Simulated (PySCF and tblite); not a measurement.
C7H6ClN, numbered as in [H]/[N:1]=[CH:2]/[C:3]1=[CH:4][C@@H:5]2[C:6]([Cl:7])=[CH:8][C@H:9]12.

First level. Free energies: PBE0-D3(BJ)/pcSseg-1 on GFN2-xTB structures plus GFN2-xTB thermal terms, symmetry and mirror images included. Conformers within 2.5 kcal/mol (GFN2-xTB free energy) were kept, 4 at most. GIAO shieldings: PBE0/pcSseg-1. Shifts are against TMS (¹H), TMS (¹³C), NH3 (¹⁵N) at the same level. Codes: tblite and PySCF.

It gives, at 298.15 K, with 2 conformers (largest weight 99 %): ¹H: 8.72 (H2, 1H), 7.25 (H4, 1H), 6.59 (H8, 1H), 4.17 (H9, 1H), 3.84 (H5, 1H) ppm. ¹³C: 165.5 (C2), 165.3 (C3), 157.0 (C4), 156.0 (C6), 146.5 (C8), 56.2 (C5), 46.2 (C9) ppm. ¹⁵N: 367.9 (N1) ppm.

Second level: GFN2-xTB geometries, energies OPBE-D3(BJ)/pcSseg-1 (IEF-PCM, cyclohexane), SCF damping 0.3, shieldings OPBE/pcSseg-1 (IEF-PCM, cyclohexane), SCF damping 0.3, on up to 4 of the same conformers.

How do the averaged shifts change?


| signal | first | second | change (ppm) |
| --- | --- | --- | --- |
| H2 | 8.72 | 8.93 | 0.21 |
| H4 | 7.25 | 7.31 | 0.06 |
| H5 | 3.84 | 4.08 | 0.24 |
| H8 | 6.59 | 6.54 | -0.05 |
| H9 | 4.17 | 4.30 | 0.13 |
| C2 | 165.5 | 158.0 | -7.5 |
| C3 | 165.3 | 153.9 | -11.4 |
| C4 | 157.0 | 149.4 | -7.6 |
| C5 | 56.2 | 57.2 | 1.0 |
| C6 | 156.0 | 144.5 | -11.5 |
| C8 | 146.5 | 137.4 | -9.1 |
| C9 | 46.2 | 46.6 | 0.5 |

The largest weight becomes 99 %.

H on N, O and S are left out: they exchange, and hydrogen bonds move them by several ppm. Unscaled ¹⁵N shifts at such levels can be off by tens of ppm; differences between conformers or isomers are more reliable. Shifts are unscaled: against experiment ¹³C can be off by 15 ppm or more and ¹H by 0.8 ppm.


¹⁵N shifts are against a computed isolated NH3 molecule, about 20 ppm from the liquid.